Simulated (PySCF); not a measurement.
# Rotational lines of LiZn⁺

Lines J+1 ← J of the vibrational ground state, computed from RHF-CCSD(T) constants of LiZn⁺, ¹Σ⁺ (singlet), closed shell (PySCF, no relativity, basis sets Li pcseg-1, Zn pcseg-1; masses 7.0160 and 63.9291 u), in MHz:

```
J   ν (MHz)
0   22620.2
1   45238.4
2   67852.6
3   90460.7
4  113060.7
```

(1) Find B0 and the effective bond length r0; with αe = 0.00596 cm⁻¹, find Re.

Correlated steps freeze 5 core orbitals. Correlated levels converge slowly with the basis: in double zeta they bind strong bonds too weakly, by up to about 1 eV, and carry superposition errors of some tenths. For an ion De counts to the pair picked by the measured ionisation energies or electron affinities, which need not be the lowest pair at this level.

Answers

(1) ν = 2B0(J+1) − 4D(J+1)³ gives B0 = 0.37727 cm⁻¹. With the reduced mass μred = 6.3222 u, r0 = √(16.8576/(μred·B0)) (u, cm⁻¹, Å) = 2.6585 Å. Be = B0 + αe/2 = 0.38025 cm⁻¹ gives Re = 2.648 Å.
